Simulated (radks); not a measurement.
Question: These are the eigenvalues of the occupied orbitals of an atom or ion with whole-number occupations (hartree). Method: scalar-relativistic Kohn-Sham, B86b exchange with PBE correlation, spin-polarised, spherical densities, finite nucleus; Fermi nuclear charge, rms radius of each element as measured or else 0.836 A^(1/3) + 0.57 fm; computed with a radial shooting solver on a logarithmic mesh with Libxc functionals.

| orbital | eigenvalue |
|---|---|
| 1s up | -846.8778 |
| 1s down | -846.8696 |
| 2s up | -122.8529 |
| 2s down | -122.8420 |
| 2p up | -110.1155 |
| 2p down | -110.1033 |
| 3s up | -22.02875 |
| 3s down | -22.01718 |
| 3p up | -17.83981 |
| 3p down | -17.82673 |
| 3d up | -11.13976 |
| 3d down | -11.12437 |
| 4s up | -3.11177 |
| 4s down | -3.04329 |
| 4p up | -1.92620 |
| 4p down | -1.85912 |
| 4d up | -0.26849 |
| 4d down | -0.21101 |
| 5s up | -0.17432 |

Which element is it, and in what charge state? The configuration may be excited. Open shells, if any, are filled with parallel spins first.

Answer: Z = 45, rhodium, charge 0: Rh in [Ar] 3d10 4s2 4p5 4d9 5s1. The list shows which subshells hold electrons but not how many an open one holds; the 1s level, -846.88 hartree, gives Z - s = 41.2 by -(Z - s)^2/2, which with screening and relativity narrows Z to a few neighbours, and the depths of the outer levels then fix element, charge and occupations together.
